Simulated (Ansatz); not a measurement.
`[OH][Al]([Br])[Br]` + H₂S → `[SH][Al]([Br])[Br]` + H₂O at 400 K and 1 bar (ligand exchange at the Al–O bond).

Gas-phase electronic energies from Ansatz, PBE0-D4/def2-TZVP geometries. CCSD(T)/CBS adds triple-zeta CCSD(T) − MP2 to the extrapolated MP2 energy (def2 sets, frozen cores). This one scheme is used for every species. For Br outer-core shells are correlated without core-valence functions, which leaves a few kJ/mol of doubt a bond. Scalar relativity is left out up to krypton. One conformer a species, not always the lowest.

```tsv
species	CCSD(T)/CBS energy (Eh)	H − E (kJ/mol)	S (J/(mol·K))
`[OH][Al]([Br])[Br]`	-5464.62977	69.4	371.7
H₂S	-398.97279	53.4	215.9
`[SH][Al]([Br])[Br]`	-5787.21638	60.2	387.9
H₂O	-76.37941	69.8	198.6
```

H − E and S are ideal-gas, rigid-rotor, harmonic terms from PBE0-D4/def2-TZVP, for one conformer and one mirror image of each species. 1 Eh = 2625.50 kJ/mol, R = 8.31446 J/(mol·K).

**Question.** By hand: ΔE, ΔH, ΔS and ΔG.

**Answer.** ΔE = (-5787.21638) + (-76.37941) − (-5464.62977) − (-398.97279) = 0.00677 Eh = 17.8 kJ/mol. Δ(H − E) = 60.2 + 69.8 − 69.4 − 53.4 = 7.2, so ΔH = 25.0 kJ/mol. ΔS = 387.9 + 198.6 − 371.7 − 215.9 = -1.1 J/(mol·K). ΔG = 25.0 − 400 × (-1.1)/1000 = 25.4 kJ/mol.

**Question.** By hand: the equilibrium constant, and the temperature at which ΔG would vanish if ΔH and ΔS stayed fixed.

**Answer.** log₁₀ K = −ΔG/(RT ln 10) = -3.3. ΔH and −TΔS have one sign here, so there is no such temperature. One of them is within its doubt of zero, so this could turn.

The number of gas molecules stays the same, so ΔS is small and ΔH decides. A doubt of 5 kJ/mol in ΔE shifts log₁₀ K by 0.7 here. Other conformers and mirror images would add mixing entropy, several J/(mol·K) or more a flexible species. These are equilibria of isolated gas molecules and say nothing of rates. Largest T1 diagnostic: 0.009 (customary marks: 0.02 for closed shells, 0.045 for open ones).
